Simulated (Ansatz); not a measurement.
LaF₃, relaxed as a singlet with RKS r2SCAN-D4/def2-TZVP in Ansatz, starting from the GFN2-xTB geometry. Force threshold 0.02 eV/Å.

In the def2 sets La takes a core potential; there is no spin–orbit coupling. The structure comes from a short search, and lower isomers may exist.

Start:

```xyz
4

La   -0.004    0.054   -0.083
F    -1.334   -1.194   -0.839
F    -0.590    1.446    1.188
F     1.929   -0.307   -0.267
```

Estimate the energy that the relaxation releases and the steps that it takes.

125.5 kJ/mol, in 4 steps; 6 s on 4 threads of Arm Neoverse V1 on a shared host. No frequencies were taken in this run, so the end may be a saddle point.

Does the start keep its bonding and symmetry?

By distances, no bond broke or formed. The bond that changes most is La1–F3, from 1.97 to 2.15 Å (atoms count from 1). The end is the same structure that another start reached, the lowest one found. Point group Cs at the start, C3v at the end, both within 0.05 Å.

Predict the relaxed structure.


```xyz
4

La   -0.012    0.253   -0.325
F    -1.394   -1.323   -0.804
F    -0.629    1.468    1.338
F     2.035   -0.398   -0.209
```
Bond lengths: 3 × F–La 2.15 Å.
